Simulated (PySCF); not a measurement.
A calculated (UHF, PySCF 2.14, def2-SVP, no relativity, point nucleus) atom or ion has these occupied shells.

```
shell  electrons  orbital energy (eV)  rms radius, mean of both spins (bohr)
   1s          2              -259.73                                  0.377
```

Q: Name the element and its charge.

A: B(3+) (boron, charge +3), in 1s2, closed-shell 1S.
